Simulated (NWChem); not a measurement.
# C2H6Cd; SMILES [CH3][Cd][CH3]

```xyz
9

Cd    -0.0063     0.0006     0.0043
C     -0.0047     2.1166     0.0033
H      0.1520     2.5108    -1.0130
H      0.7971     2.5111     0.6468
H     -0.9629     2.5118     0.3756
C     -0.0094    -2.1154     0.0058
H     -0.8302    -2.5087    -0.6142
H     -0.1375    -2.5089     1.0263
H      0.9369    -2.5123    -0.3938
```
Atoms are numbered in this order, from 1.

Geometry: optimised at PBE0/def2-SVP. No frequency run checked for a minimum. def2 effective core potentials on Cd; no spin-orbit coupling.

 States above −ε(HOMO) = 6.9 eV lie in this functional's continuum and hang on the basis.

### Question
List the 4 lowest vertical singlet excitations from PBE0/def2-SVPD with def2 effective core potentials on Cd, TDA (NWChem).

### Answer
```json
[
 {"state": "S1", "energy (eV)": "5.57", "oscillator strength": "0.000", "leading excitation (squared amplitude)": "HOMO → LUMO (1.00)"},
 {"state": "S2", "energy (eV)": "5.57", "oscillator strength": "0.000", "leading excitation (squared amplitude)": "HOMO → LUMO+1 (1.00)"},
 {"state": "S3", "energy (eV)": "6.45", "oscillator strength": "0.545", "leading excitation (squared amplitude)": "HOMO → LUMO+2 (0.92)"},
 {"state": "S4", "energy (eV)": "7.17", "oscillator strength": "0.000", "leading excitation (squared amplitude)": "HOMO → LUMO+3 (0.84)"}
]
```
